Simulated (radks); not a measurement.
Numerical settings for neutral krypton, [Kr]. Calculated with a radial shooting solver on a logarithmic mesh with Libxc functionals: scalar-relativistic Kohn-Sham, PBE, spin-polarised, spherical densities, finite nucleus; Fermi nuclear charge, rms radius 4.1884 fm. The defaults (mesh step 0.008 in ln r, mesh end at 40 bohr or more with all orbitals vanishing there, Anderson mixing 0.5 over 9 steps, residual threshold near 1e-9 with the energy settled to 1e-9 hartree or 1e-11 of itself, here a cap of 90 iterations) give E = -2790.2414 hartree and 4p at -9.247 eV in 14 iterations. Times are rough (one thread of a shared host). Changes against that run (0 stands for a change within the tolerance of the run):

| setting | iterations | converged | E (mhartree) | e(4p) (meV) | CPU (s) |
|---|---|---|---|---|---|
| mesh step in ln r 0.05 | 14 | yes | -0.00222 | 0 | 0.03 |
| mesh step in ln r 0.12 | 2 | no | diverged | - | 0.01 |
| mesh step in ln r 0.005 | 16 | yes | 0 | 0 | 0.25 |
| mesh end (bohr) 8 | 14 | yes | +0.268 | +17.8 | 0.14 |
| mesh end (bohr) 2 | 15 | level above zero | +9.99e+03 | +6.17e+04 | 0.12 |
| residual threshold 0.001 | 9 | yes | +0.000216 | +1.23 | 0.11 |
| residual threshold 1e-16 | 90 | no | 0 | 0 | 0.44 |
| mixing 2.5 | 33 | yes | 0 | 0 | 0.28 |
| linear mixing, mixing 0.8 | 34 | no | diverged | - | 0.36 |
| linear mixing, mixing 0.2 | 88 | yes | 0 | 0 | 0.7 |
| mixing history 20 | 21 | yes | 0 | 0 | 0.2 |
| iteration cap 3 | 3 | no | +15.5 | -426 | 0.04 |

Settled on a wrong energy, with an occupied level pushed above zero by the early mesh end: mesh end (bohr) 2 (+9.99 hartree). Apart from these: no run marked as converged misses the energy by more than 1 mhartree. A mesh that ends early acts as a hard wall.
